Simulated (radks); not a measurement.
All-electron atom: Sn30+ in [Ar] 3d2 (the NIST ground configuration). Calculated with a radial shooting solver on a logarithmic mesh with Libxc functionals: scalar-relativistic Kohn-Sham, r2SCAN, spin-polarised, spherical densities, finite nucleus; open shells are filled with parallel spins first (spin-orbit coupling, left out, can overturn this in heavy ions); meta-GGA in the generalised Kohn-Sham scheme; Fermi nuclear charge, rms radius 4.6519 fm. Some entries of the table are withheld. Estimate them.

orbital,occ.,eigenvalue (eV),<r> (bohr),r(max) (bohr)
1s up,1,-30501.15,0.02906,0.01878
1s down,1,-30501.14,0.02906,0.01878
2s up,1,-5811.056,0.1245,0.1057
2s down,1,-5801.745,0.1244,0.1057
2p up,3,-5366.570,0.1087,0.08471
2p down,3,-5359.627,0.1086,0.08464
3s up,1,-2055.596,0.3135,0.2929
3s down,1,-2045.898,0.3143,0.2934
3p up,3,-1910.807,0.3064,0.2836
3p down,3,-1900.410,0.3073,0.2841
3d up,2,-1717.347,(1),0.2295
3d down,0,-1703.955,(2),0.2301
4s up,0,-1009.430,0.6123,0.6083
4s down,0,-1002.445,0.6131,0.6088
4p up,0,-952.3991,0.6172,0.6135
4p down,0,-945.0954,0.6185,0.6144

Answer. 
(1) 3d up <r> (bohr): 0.2741
(2) 3d down <r> (bohr): 0.2750
